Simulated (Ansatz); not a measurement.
Molecule: sum formula H₂SiO₂Br₂, charge 0, multiplicity 1. SMILES: Br[Si](O)(Br)O
Coordinates optimised at B3LYP-D3(BJ)/def2-TZVP (Ansatz, an electronic-structure program):
```xyz
7

Si    -0.6822     0.1277     0.1775
Br     0.0846    -0.4169    -1.8439
Br     1.0131     0.2050     1.5881
O     -1.4589     1.5539     0.0754
O     -1.7048    -0.9927     0.7472
H     -1.0319     2.2822    -0.3843
H     -2.5276    -1.1416     0.2711
```

CCSD(T) with Ansatz in growing basis sets, 32 correlated electrons. Cores are frozen in the correlated levels unless marked. UHF or UKS for open shells. No spin-orbit coupling. Frozen are the shells of the preceding noble gas and the d and f shells that filled before the atom's block. No relativistic terms. Costs are ratios of core time to the smallest set, on shared machines of one kind, and rough; they hold the program's checks for lower states.

```json
[
 {"basis": "def2-SVPD", "functions": "168", "cost over smallest": "1×", "E(corr) (Eh)": "-0.7889", "electronic atomisation energy (kcal/mol)": "562.9"},
 {"basis": "def2-TZVPPD", "functions": "276", "cost over smallest": "8×", "E(corr) (Eh)": "-0.9862", "electronic atomisation energy (kcal/mol)": "593.9"}
]
```

Formally CCSD grows as o²v⁴ and (T) as o³v⁴; with o = 16 and v going from 117 to 225 both grow 14-fold in the last step, while integrals and the mean field grow more slowly. That step adds 197.4 mEh of correlation energy and 31.0 kcal/mol to the atomisation energy.
